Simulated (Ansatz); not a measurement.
Geometry optimisation, Ansatz 0.2.0, RKS CAM-B3LYP-D4/def2-SVP.

Input:

```yaml
crystal:
  periodic: [false, false, false]
  atoms:
    - { symbol: C, position_ang: [-1.1321, 1.2963, -0.7425] }
    - { symbol: B, position_ang: [0.0186, 0.4605, -0.2128] }
    - { symbol: "N", position_ang: [0.286, -1.0496, -0.3413] }
    - { symbol: C, position_ang: [1.003, -1.2307, 0.9607] }
    - { symbol: S, position_ang: [0.8982, 0.4351, 1.4834] }
    - { symbol: H, position_ang: [-1.6125, 1.9495, 0.0771] }
    - { symbol: H, position_ang: [-0.7826, 2.0298, -1.5388] }
    - { symbol: H, position_ang: [-0.22562, 1.17444, -1.10697] }
    - { symbol: H, position_ang: [1.058, -1.1376, -1.0226] }
    - { symbol: H, position_ang: [1.9727, -1.6254, 0.9128] }
    - { symbol: H, position_ang: [0.2791, -1.8799, 1.6306] }
basis:
  gaussian: { orbitals: def2-SVP }
hamiltonian:
  xc: cam_b3lyp
  dispersion: d4
relax:
  f_tol: 0.02
  max_steps: 50
```

Command:

```bash
$ ansatz run input.yaml --threads 2 --pin off --max-ram 3072MiB --backend cpu --events-out ev --progress --plain --runs-dir out
```

Task: Where does it end, and by what steps?

Result: The run converged. The force dipped under the threshold on the way, but the program's further checks kept it going. After 21 steps the energy has fallen by 7.028 eV; H8 moved furthest, 1.30 Å. Parted: B2–H8.

```csv
step,energy less start (eV),largest force component (eV/Å),accepted
0,0.0000,6.938,yes
1,-2.4218,3.819,yes
2,-3.8842,1.954,yes
3,-4.8611,3.026,yes
4,-5.6852,2.270,yes
5,-6.2823,1.935,yes
6,-6.7716,1.144,yes
7,-6.9668,0.426,yes
8,-7.0055,0.267,yes
9,-7.0107,0.206,yes
10,-7.0231,0.052,yes
11,-7.0250,0.009,yes
12,-7.0075,0.552,no
13,-7.0257,0.035,yes
14,-7.0261,0.114,yes
15,-7.0267,0.074,yes
16,-7.0278,0.020,yes
17,-7.0281,0.004,yes
18,-7.0280,0.088,no
19,-7.0283,0.018,yes
20,-7.0284,0.029,yes
21,-7.0285,0.017,yes
```

```xyz
11
Properties=species:S:1:pos:R:3
C -0.656 1.551 -0.778
B 0.034 0.412 0.035
N 0.395 -0.907 -0.282
C 0.983 -1.319 0.972
S 0.676 0.319 1.771
H -1.573 1.890 -0.270
H -0.924 1.237 -1.798
H 0.006 2.428 -0.852
H 0.318 -1.498 -1.100
H 2.057 -1.557 0.919
H 0.447 -2.134 1.484
```

Whether the end is a true minimum wasn't checked by a vibrational analysis.

The run took 56 s on 2 threads of Arm Neoverse V2 (shared host), peak memory 0.27 GiB.
